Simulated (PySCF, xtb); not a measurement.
Se(OH)(OMe) (CH4O2Se), SMILES O[Se]OC. The values are those of a single conformer.

Harmonic wavenumbers (cm⁻¹) from GFN2-xTB run with xtb 6.7.1 at its own minimum, in rising order: 97, 132, 254, 279, 373, 512, 579, 982, 1013, 1131, 1137, 1402, 1465, 1476, 2949, 2958, 2995, 3535.

Q: What does B3LYP-D3(BJ)/def2-SVP (PySCF) give at its own minimum? (An estimate is asked for; the answer gives what the named calculation found.)

A: 111, 139, 275, 325, 482, 600, 651, 1052, 1094, 1165, 1180, 1445, 1453, 1480, 3004, 3087, 3116, 3768. Paired by order, the mean absolute difference is 66 cm⁻¹ and the zero-point energies are 33.3 and 34.9 kcal/mol.
